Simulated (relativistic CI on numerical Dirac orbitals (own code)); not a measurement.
## Magnetism of Ir²⁺, 5d7, in a crystal field

Calculated by Dirac-Coulomb-Breit CI, separate exchange-only KLI orbitals for each configuration, model QED, one configuration in a parametric crystal field, unscaled Slater integrals (own radial code). With so little scaling, terms lie 10 to 35 % too far apart, which can change the order of excited levels.

Field parameters in Wybourne normalisation: Oh B⁴₀ = 21Dq, B⁴₄ = √(5/14) B⁴₀. The field is a parameter set, without covalency.

S is read from ⟨S²⟩ = S(S + 1).

Powder χT (cm³ K mol⁻¹) by Van Vleck's formula, with temperature-independent terms:

```csv
Field,2 K,5 K,10 K,20 K,50 K,100 K,200 K,300 K
"Oh, 10Dq = 5500 cm⁻¹",2.28,2.29,2.31,2.36,2.49,2.72,3.17,3.58
"Oh, 10Dq = 9950 cm⁻¹",2.18,2.19,2.21,2.24,2.35,2.53,2.89,3.22
"Oh, 10Dq = 14350 cm⁻¹",2.09,2.13,2.18,2.29,2.58,2.81,2.83,2.83
"Oh, 10Dq = 18800 cm⁻¹",0.927,0.928,0.93,0.934,0.946,0.966,1.01,1.05
"Oh, 10Dq = 23200 cm⁻¹",0.721,0.722,0.723,0.725,0.73,0.74,0.76,0.779
"Oh, 10Dq = 27600 cm⁻¹",0.629,0.629,0.63,0.631,0.635,0.642,0.656,0.67
"Oh, 10Dq = 32050 cm⁻¹",0.577,0.578,0.578,0.579,0.583,0.588,0.599,0.61
"Oh, 10Dq = 36450 cm⁻¹",0.545,0.545,0.546,0.547,0.55,0.554,0.564,0.573
```

Task: For Oh, 10Dq = 9950 cm⁻¹: what effective moment follows at 300 K?

Result: μ_eff = √(8χT) = 5.07 μB. The ground level has S = 1.46; the spin-only moment for S = 3/2 is 3.88 μB. The difference comes from the orbital moment, spin-orbit mixing of terms and temperature-independent paramagnetism, all larger in this ionic model than in covalent complexes.
